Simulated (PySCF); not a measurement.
C5H7FO, SMILES [C@@H]1(CO/C1=C\F)C.

Geometry optimised at B3LYP-D3(BJ)/def2-SVP. The structure was generated by enumeration; whether it is a known compound was not checked.

Two levels are set side by side: PBE/def2-TZVP (PySCF) and ωB97X/def2-TZVP (PySCF). Same geometry, gas phase. Differences are taken from unrounded values.

| quantity | PBE |
|---|---|
| orbital gap (eV) | 4.80 |
| highest occupied level (eV) | -5.03 |
| lowest empty level (eV) | -0.22 |
| dipole moment (D) | 3.42 |
| mean polarisability (bohr³) | 64.8 |

**Question.** These are the PBE values. What does ωB97X give? (Estimate from the structure and the level; the computed values follow.)

**Answer.** 
```json
[
 {"quantity": "orbital gap (eV)", "ωB97X": "11.39", "PBE minus ωB97X": "-6.59"},
 {"quantity": "highest occupied level (eV)", "ωB97X": "-8.62", "PBE minus ωB97X": "3.60"},
 {"quantity": "lowest empty level (eV)", "ωB97X": "2.77", "PBE minus ωB97X": "-2.99"},
 {"quantity": "dipole moment (D)", "ωB97X": "3.77", "PBE minus ωB97X": "-0.35"},
 {"quantity": "mean polarisability (bohr³)", "ωB97X": "62.2", "PBE minus ωB97X": "2.6"}
]
```

Without exact exchange PBE keeps part of each electron's self-repulsion, which lifts occupied levels and narrows the gap. PBE's more diffuse valence density responds more strongly to a field. Differences between two approximate levels are no errors against the true value.

Rough cost on one machine, each run with all the roots and properties that it gave: ωB97X against PBE within a factor of 2.
